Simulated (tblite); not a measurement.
Question: Give a GFN2-xTB geometry of `FC(F)[SiH2][Si]([SiH3])([SiH3])Cl`.

Answer: 
```xyz
17
CH9ClF2Si4 angstrom
F      1.6026   -0.4118    1.6474
C      2.2755    0.0839    0.5620
F      2.1152    1.4400    0.6285
Si     1.4749   -0.5945   -1.0689
Si    -0.7880   -0.1419   -0.6707
Si    -1.1564    2.1362   -0.1785
Si    -1.7463   -1.7122    0.8058
Cl    -1.6878   -0.5148   -2.5353
H      3.3391   -0.1196    0.7292
H      2.2421    0.1029   -2.1100
H      1.9509   -1.9855   -1.1120
H     -0.9286    2.3457    1.2505
H     -2.5356    2.5394   -0.4726
H     -0.2707    3.0322   -0.9261
H     -1.4510   -3.0988    0.4278
H     -1.2359   -1.4967    2.1577
H     -3.2071   -1.5926    0.8553
```

Any rigid rotation of these coordinates is as good. Atoms count from 1 in this order. Si5 (chlorine-bound silicon) is distorted tetrahedral (angles from 103.2° to 116.7°). Si4 (SiH2 silicon) is distorted tetrahedral (angles from 100.9° to 122.2°). Of the pairs four or more bonds apart, F3···Si6 is among the closest relative to their van der Waals radii: 3.44 Å, 96 % of the sum of Bondi's values. Si6 (SiH3 silicon) is tetrahedral (angles from 107.3° to 112.9°).

Bonds between heavy atoms (Å): F1–C2 1.370, C2–F3 1.367, C2–Si4 1.939, Si4–Si5 2.342, Si5–Si6 2.360, Si5–Si7 2.359, Si5–Cl8 2.104.

The geometry is computed with GFN2-xTB (gas phase).

Point group: C1 (no symmetry element, even within 0.4 Å). Its GFN2-xTB frequencies are all real (lowest 16 cm⁻¹). One conformer, not necessarily the lowest (F1–C2–Si4–Si5 49°, C2–Si4–Si5–Si6 55°). 3 starts were optimised and ended at 0.00, 0.00 and 3.66 kcal/mol (GFN2-xTB); the lowest of these is shown.
